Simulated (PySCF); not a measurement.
CuCl2, SMILES [Cl][Cu-][Cl], charge -1, multiplicity 1. Heavy atoms are numbered as in [Cu-:1]([Cl:2])[Cl:3].

Geometry: ωB97X-D3(BJ)/def2-SVPD. The multiplicity is an assumed one; other spin states were not compared.

All values below come from PBE/def2-TZVPD in PySCF.

Mulliken values depend strongly on the basis, most of all with diffuse functions as here. Atomic charges (e), one atom of each kind:

```tsv
atom	Mulliken	meta-Löwdin
Cu1	-0.35	?
Cl2	-0.32	?
```

**Question.** What belongs in the gaps? (Estimate from the structure and the level; the computed values follow.)

**Answer.** 
- Cu1, meta-Löwdin: 0.46
- Cl2, meta-Löwdin: -0.73
